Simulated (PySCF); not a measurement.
InCl3, SMILES [In]([Cl])([Cl])[Cl].

Coordinates come from a PBE0-D3(BJ)/def2-SVP optimisation. The isomer is the one that the SMILES or the coordinates give; other isomers of the formula were not compared. The def2 effective core potentials stand for the cores of In; spin–orbit coupling is left out.

Two levels are set side by side: TDA-PBE/def2-SVPD (PySCF) and TDA-CAM-B3LYP/def2-SVPD (PySCF). Vertical, same geometry. The lowest singlet is HOMO→LUMO 100 % with PBE and HOMO→LUMO 97 % with the other functional; states are paired by order. Differences are taken from unrounded values.

```json
[
 {"quantity": "lowest singlet excitation (eV)", "TDA-PBE": "4.09"},
 {"quantity": "lowest triplet excitation (TDA) (eV)", "TDA-PBE": "3.79"}
]
```

Q: These are the TDA-PBE values. What does TDA-CAM-B3LYP give? (Estimate from the structure and the level; the computed values follow.)

A: 
```json
[
 {"quantity": "lowest singlet excitation (eV)", "TDA-CAM-B3LYP": "5.13", "TDA-PBE minus TDA-CAM-B3LYP": "-1.03"},
 {"quantity": "lowest triplet excitation (TDA) (eV)", "TDA-CAM-B3LYP": "4.74", "TDA-PBE minus TDA-CAM-B3LYP": "-0.95"}
]
```

Functionals without exact exchange tend to place singlet excitations lower, as here. Differences between two approximate levels are no errors against the true value.

Rough cost on one machine, each run with all the roots and properties that it gave: TDA-CAM-B3LYP against TDA-PBE about 4 times.
